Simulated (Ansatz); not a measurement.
Reactions of AlH$_{4}$NSSi, SMILES `[NH2][Al]1[SiH2][S]1`.

Computed with Ansatz on PBE0-D4/def2-TZVP structures; ΔE is electronic, products minus reactants. CCSD(T)/CBS adds triple-zeta CCSD(T) − MP2 to the extrapolated MP2 energy (def2 sets, frozen cores). This one scheme is used for every species, atoms too. DFT in def2-TZVPP. B3LYP here is the variant with VWN-RPA as its local correlation; programs differ in this. Open shells (•) are unrestricted, without spin–orbit coupling. Spin–orbit coupling would lower the free atoms: a little for Al, S, Si. Bonds to Br are less sure, by a few kJ/mol each and by 10 to 20 or more in all where they break to atoms, as the def2 sets lack core-valence functions. Scalar relativity is left out up to krypton. One conformer a species, not always the lowest.

| reaction | ωB97M-V (kJ/mol) | B3LYP-D4 (kJ/mol) | MP2/CBS(def2) (kJ/mol) | ωB97X-V (kJ/mol) |
| --- | --- | --- | --- | --- |
| `[NH2][Al]1[SiH2][S]1` + H–F → `[F][Al]1[SiH2][S]1` + NH₃ | -85 | -87 | -82 | -86 |
| `[NH2][Al]1[SiH2][S]1` + HBr → `[Br][Al]1[SiH2][S]1` + NH₃ | -70 | -70 | -78 | -70 |
| `[NH2][Al]1[SiH2][S]1` + BH₃ → `[BH2][Al]1[SiH2][S]1` + NH₃ | 96 | 92 | 103 | 94 |
| `[NH2][Al]1[SiH2][S]1` + `B[Si](O)(F)F` → `[BH2][Al]1[SiH2][S]1` + `N[Si](O)(F)F` | -1 | 0 | 3 | 3 |
| `[NH2][Al]1[SiH2][S]1` + H₂ → `[AlH]1[SiH2][S]1` + NH₃ | 63 | 64 | 72 | 61 |
| `[NH2][Al]1[SiH2][S]1` → Al• + 4 H• + N• + S• + Si• | 2523 | 2496 | 2551 | 2536 |

**Question.** Give the CCSD(T)/CBS values in the same order. (Best estimate.)

**Answer.** Ansatz gave: -84, -74, 92, -2, 64, 2516 kJ/mol.

Largest T1 diagnostic: 0.018, for Al•.
